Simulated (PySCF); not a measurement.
# Assigning NMR signals

Bonds (- single, = double, # triple, : aromatic): C1-P2, P2-C3, P2-Si4, Si4-C5, Si4-C6, Si4-C7. C1 carries H8, H9, H10; C3 carries H11, H12, H13; C5 carries H14, H15, H16; C6 carries H17, H18, H19; C7 carries H20, H21, H22.

How the numbers were obtained: σ from GIAO-PBE0/pcSseg-1, coordinates at the GFN2-xTB level, in PySCF (non-relativistic Hamiltonian, single conformer, fast rotation and ring inversion assumed for equivalent nuclei, no solvent).

Chemical shifts δ = σref − σ; 13C and 1H vs TMS, all at this level.

(1) Assign these signals to the numbered atoms. 13C{1H} NMR (computed): δ 9.4 (CH3), -3.1 (CH3).

(2) Assign these signals to the numbered atoms. 1H NMR (300 MHz, computed): δ 1.01 (m, 6H), 0.06 (m, 9H).

Results:

(1) 
9.4 → C1/C3, methyl carbon bonded to P
-3.1 → C5/C6/C7, methyl carbon bonded to Si: an electropositive neighbour leaves it electron-rich and shielded

(2) 
| δ (ppm) | atoms | environment | reason |
| --- | --- | --- | --- |
| 1.01 | H8/H9/H10/H11/H12/H13 | hydrogen on a methyl carbon bonded to P | – |
| 0.06 | H14/H15/H16/H17/H18/H19/H20/H21/H22 | hydrogen on a methyl carbon bonded to Si | an electropositive neighbour shields it, as in TMS itself |

Splittings by 31P in the carbon and heteronuclear signals aren't shown, as no couplings were computed. Shifts are as computed. Against solution values, carbons near 30 ppm lie about +3 ppm off and those near 130 ppm about +5 ppm. Of 1211 compounds with measured shifts, 218 miss one by over three times the rms of a fit or turn the order of signals round; such compounds aren't used in these exercises. No couplings were computed; multiplicities are counted from neighbouring protons, with m where these are inequivalent, close in shift, in a saturated or five-membered ring or joined by F or P, and br s for small geminal =CH2 splittings.
